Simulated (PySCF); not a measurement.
**Potential energy of SnS along the bond**

Set-up: Sn def2-SVP with ECP28, S def2-SVP; scalar-relativistic core potentials (PySCF 2.14). Energies in eV from Sn + S in their ground configurations at the same level. State: ¹Σ⁺ (singlet), closed shell.

All columns are CAM-B3LYP. A positive dipole means Sn(−)S(+).

```tsv
R (Å)	E (eV)	μ (D)	Mulliken charge on Sn (basis-dependent)	HOMO (eV)	LUMO (eV)	Mayer bond order	⟨S²⟩
1.914	-3.044	-1.64	0.20	-8.36	-0.72	2.46	0.00
2.003	-3.968	-2.10	0.23	-8.45	-0.93	2.43	0.00
2.092	-4.464	-2.55	0.26	-8.51	-1.13	2.41	0.00
2.159	-4.629	-2.87	0.29	-8.52	-1.27	2.39	0.00
2.226	-4.660	-3.19	0.31	-8.34	-1.42	2.37	0.00
2.293	-4.589	-3.49	0.33	-8.16	-1.55	2.36	0.00
2.382	-4.374	-3.87	0.35	-7.93	-1.73	2.34	0.00
2.493	-3.977	-4.31	0.36	-7.67	-1.94	2.33	0.00
2.627	-3.390	-4.79	0.37	-7.41	-2.17	2.32	0.00
2.805	-2.532	-5.34	0.38	-7.11	-2.44	2.30	0.00
```

A fit through these points gives, at Re = 2.210 Å, μ = -3.12 D and dμ/dR = -4.66 D/Å; the reduced mass is 25.24 u.

Q: How strong is the fundamental in the double-harmonic approximation, I = 42.26·(dμ/dR)²/μred km/mol?

A: I = 42.26·(-4.66)²/25.24 = 36.4 km/mol at CAM-B3LYP.

These are scalar-relativistic numbers at best; spin–orbit coupling would shift them, the dissociation energy most.
